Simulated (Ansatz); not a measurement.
Gas-phase reaction in SMILES: [Au][Cl] → [Cl][Au] as triplet, charge 0 (to the triplet)

Wanted: adiabatic triplet-singlet gap, E(triplet) - E(singlet) (0 K, with zero-point energies), in eV. Set-up: spin-orbit terms left out; UHF or UKS for open shells; six Cartesian d functions in 6-31G* and its kin unless marked 5d; def2 sets with scalar-relativistic core potentials past Kr; LANL2DZ with its own core potentials from Na on. Ab initio and DFT rows: single points at B3LYP-D3(BJ) geometries (Ansatz, a quantum-chemistry and plane-wave program), with unscaled harmonic terms from B3LYP/6-31G* (LANL2DZ past Ar) (Ansatz) at its own minima. Levels can end on unlike triplets.

```csv
species,coefficient,"E at B3LYP/6-31G* with LANL2DZ past Ar (Ansatz), Eh","E at wB97M-V/def2-TZVPD (Ansatz), Eh","zero-point energy, kcal/mol"
[Cl][Au],-1,-595.66366,-595.85209,0.46
"[Cl][Au] as triplet, charge 0",+1,-595.58677,-595.76517,0.26
```

 1 Eh = 27.2114 eV and 1 eV = 23.0605 kcal/mol.

**Question.** Work the quantity out at each level.

**Answer.** 
- B3LYP/6-31G* with LANL2DZ past Ar: the sum of coefficient times E is 0.07689 Eh, or 2.092 eV; the thermal terms add -0.009. Result: 2.08 eV.
- wB97M-V/def2-TZVPD: the sum of coefficient times E is 0.08692 Eh, or 2.365 eV; the thermal terms add -0.009. Result: 2.36 eV.
